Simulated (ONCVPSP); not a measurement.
Ni ONCV: all-electron and pseudo phase curves

| Property | Result |
| --- | --- |
| Element | nickel |
| Generator | ONCVPSP 4.0.1 |
| Type | optimised norm-conserving Vanderbilt (ONCV) |
| Functional | PBE |
| Relativity | scalar-relativistic |
| Frozen core | [Ne] |
| Valence charge | 18 |
| Reference configuration | 3s2 3p6 3d8 4s2 |
| Partial waves | 3s+4s: rc 1.00 bohr, ncon 3, nbas 6, qcut 12.2 1/bohr, 2 projectors; 3p: rc 0.75 bohr, ncon 4, nbas 7, qcut 12 1/bohr, 2 projectors, debl 1.8 Ha; 3d: rc 0.75 bohr, ncon 4, nbas 7, qcut 11.2 1/bohr, 2 projectors, debl 4 Ha |
| Local potential | polynomial inside 0.55 bohr (lpopt 3, dvloc0 1 Ha) |
| Core correction | Teter function, fcfact 4, rcfact 1.3 |

In the p channel the program set the typed energies aside and used -2.623, 0.250 Ha.

The phase is arctan(r·R′/R) of the radial function R(r), unwrapped; energies in Ha, scanned from -6 to 5 Ha. A pole is an energy at which the radial function vanishes at the test radius. The pseudo phase is shifted by a multiple of π to meet the all-electron one at the reference energy, and phase errors are pseudo minus all-electron; the curves can meet again beyond the range given. Levels narrower than the energy grid can be missing from the lists of poles.

```csv
channel,radius (bohr),reference energy (Ha),"poles, all-electron","poles, pseudo",unbroken range about the reference energy with phases within 0.05 rad,phase error 1 Ha above the reference energy (rad)
s,1.01,-0.21,-1.76,-1.76,the whole range,-0.000
p,0.76,-2.62,none,none,the whole range,+0.000
d,0.76,-0.33,none,none,the whole range,+0.000
```

Phases in the d channel:

```json
{"E (Ha)": "-5.96", "all-electron": "0.808", "pseudo": "0.808"}
{"E (Ha)": "-5.68", "all-electron": "0.769", "pseudo": "0.769"}
{"E (Ha)": "-5.40", "all-electron": "0.726", "pseudo": "0.726"}
{"E (Ha)": "-5.12", "all-electron": "0.678", "pseudo": "0.678"}
{"E (Ha)": "-4.84", "all-electron": "0.624", "pseudo": "0.624"}
{"E (Ha)": "-4.56", "all-electron": "0.563", "pseudo": "0.563"}
{"E (Ha)": "-4.28", "all-electron": "0.495", "pseudo": "0.495"}
{"E (Ha)": "-4.00", "all-electron": "0.419", "pseudo": "0.418"}
{"E (Ha)": "-3.72", "all-electron": "0.334", "pseudo": "0.333"}
{"E (Ha)": "-3.44", "all-electron": "0.239", "pseudo": "0.239"}
{"E (Ha)": "-3.16", "all-electron": "0.137", "pseudo": "0.136"}
{"E (Ha)": "-2.88", "all-electron": "0.026", "pseudo": "0.026"}
{"E (Ha)": "-2.60", "all-electron": "-0.090", "pseudo": "-0.091"}
{"E (Ha)": "-2.32", "all-electron": "-0.210", "pseudo": "-0.210"}
{"E (Ha)": "-2.04", "all-electron": "-0.329", "pseudo": "-0.329"}
{"E (Ha)": "-1.76", "all-electron": "-0.445", "pseudo": "-0.445"}
{"E (Ha)": "-1.48", "all-electron": "-0.555", "pseudo": "-0.555"}
{"E (Ha)": "-1.20", "all-electron": "-0.657", "pseudo": "-0.657"}
{"E (Ha)": "-0.92", "all-electron": "-0.751", "pseudo": "-0.751"}
{"E (Ha)": "-0.64", "all-electron": "-0.835", "pseudo": "-0.835"}
{"E (Ha)": "-0.36", "all-electron": "-0.911", "pseudo": "-0.911"}
{"E (Ha)": "-0.08", "all-electron": "-0.979", "pseudo": "-0.979"}
{"E (Ha)": "0.20", "all-electron": "-1.040", "pseudo": "-1.040"}
{"E (Ha)": "0.48", "all-electron": "-1.094", "pseudo": "-1.094"}
{"E (Ha)": "0.76", "all-electron": "-1.143", "pseudo": "-1.143"}
{"E (Ha)": "1.04", "all-electron": "-1.186", "pseudo": "-1.186"}
{"E (Ha)": "1.32", "all-electron": "-1.226", "pseudo": "-1.226"}
{"E (Ha)": "1.60", "all-electron": "-1.262", "pseudo": "-1.262"}
{"E (Ha)": "1.88", "all-electron": "-1.294", "pseudo": "-1.294"}
{"E (Ha)": "2.16", "all-electron": "-1.324", "pseudo": "-1.324"}
{"E (Ha)": "2.44", "all-electron": "-1.351", "pseudo": "-1.351"}
{"E (Ha)": "2.72", "all-electron": "-1.376", "pseudo": "-1.376"}
{"E (Ha)": "3.00", "all-electron": "-1.400", "pseudo": "-1.400"}
{"E (Ha)": "3.28", "all-electron": "-1.422", "pseudo": "-1.422"}
{"E (Ha)": "3.56", "all-electron": "-1.442", "pseudo": "-1.442"}
{"E (Ha)": "3.84", "all-electron": "-1.461", "pseudo": "-1.461"}
{"E (Ha)": "4.12", "all-electron": "-1.479", "pseudo": "-1.479"}
{"E (Ha)": "4.40", "all-electron": "-1.496", "pseudo": "-1.496"}
{"E (Ha)": "4.68", "all-electron": "-1.513", "pseudo": "-1.513"}
{"E (Ha)": "4.96", "all-electron": "-1.528", "pseudo": "-1.529"}
```
